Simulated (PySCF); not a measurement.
PySCF input (CCSD(T)/cc-pVDZ):

```python
from pyscf import gto, scf, mp, cc as ccmod

mol = gto.M(
    atom='''
    O     1.45095573   -0.26773759    0.00950262
    Si    0.00068057    0.30200535    0.00469886
    O    -1.45214674   -0.26077178   -0.01772562
    ''',
    basis='cc-pvdz',
    charge=-1,
    spin=1,
    verbose=4,
)

mf = scf.UHF(mol)
mf.conv_tol = 1e-10
mf.max_cycle = 100
mf.kernel()
mo, _, stable, _ = mf.stability(return_status=True)
if not stable:
    mf.kernel(mf.make_rdm1(mo, mf.mo_occ))
mp2 = mp.MP2(mf, frozen=7).run()
cc = ccmod.CCSD(mf, frozen=7)
cc.max_cycle = 100
cc.kernel()
et = cc.ccsd_t()
print(f'E(CCSD(T)) = {cc.e_tot + et:.9f}')
```

End of the output:

```
Extra cycle  E= -438.671472788748  delta_E= -8.19e-12  |g|= 1.4e-06  |ddm|= 2.86e-06
converged SCF energy = -438.671472788748  <S^2> = 0.76467469  2S+1 = 2.0146212
uhf_internal: lowest eigs of H = [0.17441323 0.23941557 0.24514923]
<class 'pyscf.scf.uhf.UHF'> wavefunction is stable in the internal stability analysis

******** <class 'pyscf.mp.ump2.UMP2'> ********
nocc = (np.int64(9), np.int64(8)), nmo = (39, 39)
frozen orbitals 7
E(UMP2) = -439.132528533629  E_corr = -0.46105574488109
E(SCS-UMP2) = -439.112591793957  E_corr = -0.441119005208968
E_corr(same-spin) = -0.129401409978854
E_corr(oppo-spin) = -0.331654334902237

******** <class 'pyscf.cc.uccsd.UCCSD'> ********
CC2 = 0
CCSD nocc = (np.int64(9), np.int64(8)), nmo = (39, 39)
frozen orbitals 7
max_cycle = 100
direct = 0
conv_tol = 1e-07
conv_tol_normt = 1e-06
diis_space = 6
diis_start_cycle = 0
diis_start_energy_diff = 1e+09
Init t2, MP2 energy = -0.461055755077274
Init E_corr(UCCSD) = -0.461055755079218
cycle = 1  E_corr(UCCSD) = -0.439757946296461  dE = 0.0212978088  norm(t1,t2) = 0.142472
cycle = 2  E_corr(UCCSD) = -0.460795465142039  dE = -0.0210375188  norm(t1,t2) = 0.0522721
cycle = 3  E_corr(UCCSD) = -0.458810052998213  dE = 0.00198541214  norm(t1,t2) = 0.0390971
cycle = 4  E_corr(UCCSD) = -0.461929508867081  dE = -0.00311945587  norm(t1,t2) = 0.0154027
cycle = 5  E_corr(UCCSD) = -0.462126375615516  dE = -0.000196866748  norm(t1,t2) = 0.00385819
cycle = 6  E_corr(UCCSD) = -0.461896523887369  dE = 0.000229851728  norm(t1,t2) = 0.00204373
cycle = 7  E_corr(UCCSD) = -0.461888663159173  dE = 7.8607282e-06  norm(t1,t2) = 0.000853615
cycle = 8  E_corr(UCCSD) = -0.461945609466636  dE = -5.69463075e-05  norm(t1,t2) = 0.000347472
cycle = 9  E_corr(UCCSD) = -0.461938846992529  dE = 6.76247411e-06  norm(t1,t2) = 0.000152749
cycle = 10  E_corr(UCCSD) = -0.461938385561288  dE = 4.6143124e-07  norm(t1,t2) = 6.74854e-05
cycle = 11  E_corr(UCCSD) = -0.461938383336932  dE = 2.22435598e-09  norm(t1,t2) = 2.85764e-05
cycle = 12  E_corr(UCCSD) = -0.46193653568544  dE = 1.84765149e-06  norm(t1,t2) = 1.23727e-05
cycle = 13  E_corr(UCCSD) = -0.461936752388701  dE = -2.16703261e-07  norm(t1,t2) = 5.65404e-06
cycle = 14  E_corr(UCCSD) = -0.461936546916538  dE = 2.05472163e-07  norm(t1,t2) = 2.53191e-06
cycle = 15  E_corr(UCCSD) = -0.461936556615746  dE = -9.69920821e-09  norm(t1,t2) = 1.47247e-06
cycle = 16  E_corr(UCCSD) = -0.461936546521412  dE = 1.00943333e-08  norm(t1,t2) = 6.94784e-07
UCCSD converged
E(UCCSD) = -439.1334093352698  E_corr = -0.4619365465214124
UCCSD(T) correction = -0.016514869445679
E(CCSD(T)) = -439.149924205
```
